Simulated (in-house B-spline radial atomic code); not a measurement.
How numerical settings move a run on neutral europium, [Xe] 4f7 6s2. Computed with an all-electron radial atomic-structure program (B-spline basis): Dirac-Kohn-Sham PBE, spherical fractional occupations, Fermi nucleus of rms radius 5.1115 fm.

Command:
```bash
python run_scf.py task.json out
```
Settings of the sound reference run:
```
Z                63
electrons        63
configuration    [Xe] 4f7 6s2
hamiltonian      dirac
method           pbe,pbe
spin_polarised   False
nucleus          fermi
rms_radius       5.1115
mass_number      153
atomic_mass      152.9212
speed_of_light   137.036
knot_spacing     0.22
spline_order     8
gauss_points     12
box_radius       50
max_iterations   70
damping          0.5
damped_steps     3
diis_vectors     10
tolerance        1e-08
start            Thomas-Fermi
```

Cost of the run: 2.6 s on 1 thread of Arm Neoverse N1 (shared host).

It converges in 11 iterations to -10851.388976 hartree, with 4f7/2 at -2.44678 eV. The other runs change the listed settings, some to values that make no sense; their results aren't properties of the atom or ion. Radii are in bohr (the nuclear one in fm), a minus after a letter asks for a j subshell, and «unchanged» means within 1e-8 hartree. The run stops when the residual is below 10 × tolerance × max(1, Z/10), or a noise floor if that is larger, and the energy moves by less than 1e-8 × √|E| hartree; so very loose and very tight tolerances often act alike.

```tsv
changed settings	outcome
max_iterations = 75, damping = 0.2, diis_vectors = 1, tolerance = 1e-06, start = bare nucleus	not converged after 75 iterations, last residual 2.7e+00, last energy +1.38e+02 hartree from the reference
diis_vectors = 1	not converged after 70 iterations, last residual 2.9e+00, last energy +4.17e+02 hartree from the reference
max_iterations = 60, damping = 0, tolerance = 1e-06, start = bare nucleus	converged in 14 iterations, energy unchanged, 4f7/2 level -5.4e-04 eV
electrons = 64, configuration = [Xe] 4f7 6s2 7s-1, max_iterations = 60	stopped with error: j subshells need the Dirac Hamiltonian and l > 0
gauss_points = 6	converged in 11 iterations, energy +1.20e-08 hartree from the reference
gauss_points = 3	converged in 11 iterations, energy +1.08e-03 hartree from the reference, 4f7/2 level -4.6e-05 eV
gauss_points = 4	converged in 11 iterations, energy +2.38e-06 hartree from the reference, 4f7/2 level -2.8e-06 eV
diis_vectors = 4	converged in 11 iterations, energy unchanged, 4f7/2 level +1.4e-04 eV
gauss_points = 16	converged in 11 iterations, energy unchanged
electrons = 64, configuration = [Xe] 4f7 6s3, max_iterations = 100	stopped with error: shell 6s holds at most 2 electrons
diis_vectors = 0	converged in 44 iterations, energy unchanged, 4f7/2 level -8.0e-05 eV
box_radius = 25, first_knot = 0.0159, max_iterations = 50, start = bare nucleus	converged in 15 iterations, energy +3.55e+00 hartree from the reference, 4f7/2 level -2.6e-02 eV
```

Task: What happens with gauss_points = 5?

Result: Converged in 11 iterations, energy -9.30e-08 hartree from the reference.

Task: What happens with tolerance = 1e-13?

Result: Converged in 12 iterations, energy unchanged, 4f7/2 level +1.5e-05 eV.

Task: What happens with max_iterations = 8, damping = 0, start = bare nucleus?

Result: Not converged after 8 iterations, last residual 1.2e-01, last energy +1.04e+00 hartree from the reference.

Task: What happens with diis_vectors = 2?

Result: Converged in 17 iterations, energy unchanged, 4f7/2 level +1.2e-04 eV.
